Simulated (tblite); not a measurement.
C7HFO.
InChI=1S/C7HFO/c8-6-4-2-1-3-5-7-9/h7H

Level: GFN2-xTB in tblite, geometry and Hessian alike; calculated harmonic values, unscaled, isolated species. This tight-binding method is rough: wavenumbers can miss measured ones by several per cent, in bad cases by 10 to 20.

Harmonic wavenumbers (cm⁻¹): 46.3, 54.2, 113.1, 141.7, 189.8, 209.2, 232.4, 244.6, 347.5, 364.3, 388.3, 407.2, 410.1, 629.3, 857.6, 889.7, 1154.5, 1350.5, 1425.4, 1725.8, 2229.4, 2250.4, 2402.8, 2729.8.

A = 47370, B = 356.9, C = 354.2 MHz; mass 120.001 u (most abundant isotopes); point group Cs, symmetry number 1.

Question: What is the zero-point energy?

Answer: ½Σν̃ = 10397 cm⁻¹ = 29.73 kcal/mol.

Question: What is S at 273.15 K and 1 bar for an ideal gas of classical rigid rotors and harmonic oscillators?

Answer: Translation 39.85, rotation 28.11, vibration 27.34: S = 95.3 cal/(mol K).

Question: And Cp and H(273.15 K) − H(0)?

Answer: Cp = 32.04 cal/(mol K), of which vibrations give 24.10 (their classical limit is 24 R = 47.7); H(273.15 K) − H(0) = 6.01 kcal/mol without the zero-point energy, 3.84 from vibrations.

Question: Blend soft modes into free rotors: weight 1/[1 + (100 cm⁻¹/ν̃)⁴] for the oscillator and the rest for a rotor with moment μB/(μ + B), μ = h/(8π²ν), B = 10⁻⁴⁴ kg m². What vibrational entropy results?

Answer: 24.96 cal/(mol K) in place of 27.34, which changes −T·S at 273.15 K by +0.65 kcal/mol.

Question: How do the functions run with temperature in this model?

Answer: 
```json
{"T (K)": "100", "S (cal/(mol K))": "69.2", "Cp (cal/(mol K))": "19.8", "H − H(0) (kcal/mol)": "1.34", "G − H(0) (kcal/mol)": "-5.58", "ln q(vib)": "1.90"}
{"T (K)": "200", "S (cal/(mol K))": "85.9", "Cp (cal/(mol K))": "28.3", "H − H(0) (kcal/mol)": "3.80", "G − H(0) (kcal/mol)": "-13.38", "ln q(vib)": "4.72"}
{"T (K)": "300", "S (cal/(mol K))": "98.4", "Cp (cal/(mol K))": "33.1", "H − H(0) (kcal/mol)": "6.89", "G − H(0) (kcal/mol)": "-22.62", "ln q(vib)": "7.37"}
{"T (K)": "500", "S (cal/(mol K))": "116.8", "Cp (cal/(mol K))": "39.3", "H − H(0) (kcal/mol)": "14.17", "G − H(0) (kcal/mol)": "-44.24", "ln q(vib)": "11.91"}
{"T (K)": "800", "S (cal/(mol K))": "136.7", "Cp (cal/(mol K))": "45.1", "H − H(0) (kcal/mol)": "26.91", "G − H(0) (kcal/mol)": "-82.43", "ln q(vib)": "17.35"}
{"T (K)": "1000", "S (cal/(mol K))": "147.0", "Cp (cal/(mol K))": "47.7", "H − H(0) (kcal/mol)": "36.20", "G − H(0) (kcal/mol)": "-110.83", "ln q(vib)": "20.38"}
```

q(vib) and H(0) count from the zero-point level.

Question: Which modes carry the vibrational entropy at 273.15 K?

Answer: 46.3 cm⁻¹: 4.80; 54.2 cm⁻¹: 4.48; 113.1 cm⁻¹: 3.05; 141.7 cm⁻¹: 2.61; 189.8 cm⁻¹: 2.07; 209.2 cm⁻¹: 1.89 cal/(mol K); the other 18 give 8.43 together.

Hindered rotation and anharmonicity are outside this model.

On Intel Xeon Platinum 8488C, one thread, shared host, this took 0.23 s wall. This covers the Hessian and the dipole derivatives.
